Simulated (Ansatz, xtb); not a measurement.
## Isomers of CH2NSn+ in order of energy

3 gas-phase structures of CH2NSn+, found in a search over its isomers (lower ones may exist). Each was relaxed with GFN2-xTB:

A. a singlet given by its coordinates
B. `C#[N+][SnH]`, a singlet
C. `C=[N+]=[Sn]`, a singlet

A (Å):

```yaml
atoms:
  - { symbol: C, position_ang: [0.0775, -0.2458, -0.3874] }
  - { symbol: N, position_ang: [-0.8881, 0.0226, 0.4331] }
  - { symbol: Sn, position_ang: [-1.1117, -2.1353, -0.0818] }
  - { symbol: H, position_ang: [-1.0072, 0.9662, 0.8252] }
  - { symbol: H, position_ang: [0.7903, 0.5416, -0.6793] }
```

Close contacts (Å): C1–N2 1.30, C1–Sn3 2.25, N2–Sn3 2.23, C1–H5 1.10, N2–H4 1.03.

Question: Which do you expect lowest at r2SCAN-D4/def2-SVP//GFN2-xTB, and how would the others follow?

Answer: Calculated order at r2SCAN-D4/def2-SVP//GFN2-xTB: C (0.000), A (0.213), B (0.576) eV.

Energies above the lowest of each column, in eV; the last columns are at r2SCAN-D4/def2-SVP geometries:

| structure | GFN2-xTB | HF/STO-3G | r2SCAN-D4/def2-SVP//GFN2-xTB | r2SCAN-D4/def2-SVP | CCSD(T)/def2-TZVPP |
| --- | --- | --- | --- | --- | --- |
| C | 0.000 | 0.000 | 0.000 | 0.000 | 0.000 |
| A | 0.666 | 0.194 | 0.213 | 0.163 | 0.135 |
| B | 0.340 | 0.436 | 0.576 | 0.466 | 0.172 |

Every level run on C puts it lowest or level with the lowest. Large T1 diagnostics make some coupled-cluster values less sure. Atoms past krypton carry core potentials in the def2 sets, without spin–orbit terms.

Programs: Ansatz 0.2.0, xtb 6.7.1.
